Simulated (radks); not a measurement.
Correlation energies from several functionals, in hartree. Species: Ba [Xe] 6s2; Ag18+ [Ar] 3d10 4s1. All-electron calculation, non-relativistic Kohn-Sham, exchange-only LDA, spin-polarised, spherical densities, point nucleus. Program: a radial shooting solver on a logarithmic mesh with Libxc functionals. Every spin shell is full or empty, so the densities are truly spherical. Functionals are evaluated on that one density, not self-consistently.

| functional | Ba | Ag18+ |
|---|---|---|
| PW92 | -5.3535 | -3.1975 |
| PZ | -5.3546 | -3.2001 |
| Chachiyo | -5.2853 | -3.1654 |
| PBE | -3.0052 | -1.5883 |
| PBEsol | -3.3996 | -1.8207 |
| P86 | -3.4192 | -1.8744 |
| TPSS | -3.0078 | -1.5898 |
| SCAN | -3.0160 | -1.5817 |
| Tao-Mo | -2.9067 | -1.5275 |
